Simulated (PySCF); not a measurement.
Species: C6H9P.
Geometry (GFN2-xTB, Å), atoms numbered from 1 in this order:
```
atom  x, y, z in Å
C1     3.0694   -0.3265   -0.5201
C2     2.1396   -0.3650    0.2341
C3     0.9744   -0.3958    1.0778
P4    -0.4620    0.5012    0.1746
C5    -0.9593    2.1044   -0.1920
C6    -0.9877   -0.7249   -1.0464
C7    -1.8217   -0.6947    0.2418
H8     3.9061   -0.3057   -1.1518
H9     1.1656    0.1439    2.0108
H10    0.6881   -1.4245    1.3030
H11   -1.1198    2.6567    0.7372
H12   -0.1821    2.6027   -0.7761
H13   -1.4654   -0.3343   -1.9340
H14   -0.3763   -1.6004   -1.2213
H15   -1.7637   -1.5572    0.8923
H16   -2.8128   -0.2711    0.1587
```

Computed with TDDFT CAM-B3LYP/def2-SVPD, vertical, gas phase, core orbitals frozen in the response in PySCF 2.14.0, density-fitted response routines.

Ground-to-excited transition dipoles (e·a0, same axes as the geometry; the sign carries no meaning), for the states with f of 0.002 or more among the lowest 7:

```csv
state,E (eV),μx,μy,μz
S1,4.755,-0.718,0.449,-0.305
S2,4.951,0.738,-0.508,0.314
S3,5.682,0.400,-0.506,-0.157
S4,6.176,-0.038,-0.131,-0.084
S5,6.383,0.146,0.185,-0.033
S6,6.436,0.030,0.229,-0.054
S7,6.516,0.133,-0.007,0.161
```

Work out the oscillator strengths.

f = (2/3) ΔE |μ|² with ΔE in hartree (27.2114 eV).

```
state  |μ|² (au)  |μ| (D)      f
   S1      0.810     2.29  0.094
   S2      0.902     2.41  0.109
   S3      0.440     1.69  0.061
   S4      0.026     0.41  0.004
   S5      0.057     0.61  0.009
   S6      0.056     0.60  0.009
   S7      0.044     0.53  0.007
```

Which bond between heavy atoms lies closest to the direction of the S2 transition dipole?

C3–P4, at 9° from it; next P4–C5 at 37°.

What angle do the transition dipoles of S1 and S2 make?

|cos θ| = |μa·μb| / (|μa| |μb|) = 1.00, so θ ≈ 2° (taken between 0 and 90°, since the signs are arbitrary).

What peak molar absorption coefficient would the strongest computed level give as a lone Gaussian band 0.3 eV wide at half height?

ε(max) = 2.175×10⁸ f / FWHM, with the width in cm⁻¹. S2: 2.175×10⁸ × 0.1094 / 2420 ≈ 9800 L mol⁻¹ cm⁻¹.

One conformer stands for the species.
